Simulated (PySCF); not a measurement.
H$_{4}$P$_{2}$, charge -1, doublet, at the geometry of the source list (a state made from the parent by changing its charge; the spin is typed, not shown lowest) (in this run its highest filled SCF level lies above zero, so its values depend strongly on the basis, on diffuse functions most of all). Base run: HF/def2-SVP run with PySCF.

PySCF was given this input:
```python
from pyscf import gto, scf, solvent

mol = gto.M(
    atom='''
P    -1.052500   -0.337700    0.491800
P     1.043000    0.208100    0.579500
H    -1.481100    0.981800    0.361800
H    -1.148500   -0.557600   -0.881400
H     1.476800   -1.043700    0.148300
H     1.162200    0.749200   -0.699800
''',
    basis='def2-svp',
    charge=-1,
    spin=1,
    verbose=4,
)

mf = scf.UHF(mol)
mf.kernel()
```

Variants of this job, named by their change:

```json
[
 {"change": "base", "ΔE vs base (kcal/mol)": "0.000"},
 {"change": "model = IEF-PCM; solvent = chloroform", "ΔE vs base (kcal/mol)": "-46.19"},
 {"change": "model = IEF-PCM; solvent = acetonitrile; lebedev_order = 11", "ΔE vs base (kcal/mol)": "-56.58"},
 {"change": "model = IEF-PCM; solvent = acetonitrile; vdw_scale = 1.0", "ΔE vs base (kcal/mol)": "-57.38"},
 {"change": "model = SS(V)PE; solvent = acetonitrile", "ΔE vs base (kcal/mol)": "-55.54"},
 {"change": "model = IEF-PCM; solvent = n-hexane", "ΔE vs base (kcal/mol)": "-27.22"},
 {"change": "model = IEF-PCM; solvent = acetonitrile; r_probe = 0.5", "ΔE vs base (kcal/mol)": "-50.41"},
 {"change": "model = IEF-PCM; solvent = acetonitrile; lebedev_order = 41", "ΔE vs base (kcal/mol)": "-57.48"},
 {"change": "model = IEF-PCM; solvent = 2-propanol", "ΔE vs base (kcal/mol)": "-55.93"},
 {"change": "model = IEF-PCM; solvent = acetonitrile; vdw_scale = 1.4", "ΔE vs base (kcal/mol)": "-52.71"},
 {"change": "model = C-PCM; solvent = acetonitrile", "ΔE vs base (kcal/mol)": "-57.46"},
 {"change": "model = COSMO; solvent = acetonitrile", "ΔE vs base (kcal/mol)": "-56.65"}
]
```

The base is the gas phase, so ΔE is the electrostatic part of solvation at a fixed geometry, without cavity and dispersion terms.

Open shells are given as the SCF converged; they aren't shown to be the lowest states, and a large step between rows can be another state.

The gas-phase anion may not be bound at this level, which the solvent then changes.
